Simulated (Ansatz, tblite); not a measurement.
Cost and result up the ladder for TcO3F (5 atoms). Total charge 0; singlet. Geometry: r2SCAN-D4/def2-SVP.

Cartesian coordinates in Å:
```
Tc 0.000 -0.013 0.022
O -1.566 -0.434 0.432
O 0.911 -1.404 -0.162
O 0.657 0.914 1.249
F -0.002 0.937 -1.540
```

Ansatz on 4 threads of Intel Xeon Platinum 8259CL on a shared host; xTB runs through tblite on one thread. Times are rough, summed over both states, and most runs start from the orbitals of an earlier one. No level here is sound enough to serve as a yardstick. The other state is a doublet.

In the def2 sets Tc takes a core potential; there is no spin–orbit coupling. The xTB rows come from tblite.

Raw xTB energies of ions are shifted by several eV.

```json
{"level": "GFN2-xTB", "functions": "25", "wall time": "0.015 s", "vertical IE (eV)": "18.24", "remarks": "–"}
{"level": "GFN1-xTB", "functions": "25", "wall time": "0.017 s", "vertical IE (eV)": "20.95", "remarks": "–"}
{"level": "PBE-D4/def2-TZVP", "functions": "164", "wall time": "4 s", "vertical IE (eV)": "12.20", "remarks": "–"}
{"level": "PBE0-D4/def2-TZVP", "functions": "164", "wall time": "9.4 s", "vertical IE (eV)": "12.51", "remarks": "restricted SCF unstable in HF (singlet), spin-contaminated (⟨S²⟩ 0.85) (+1 doublet)"}
{"level": "r2SCAN-D4/def2-TZVP", "functions": "164", "wall time": "14 s", "vertical IE (eV)": "12.37", "remarks": "restricted SCF unstable in HF (singlet)"}
```
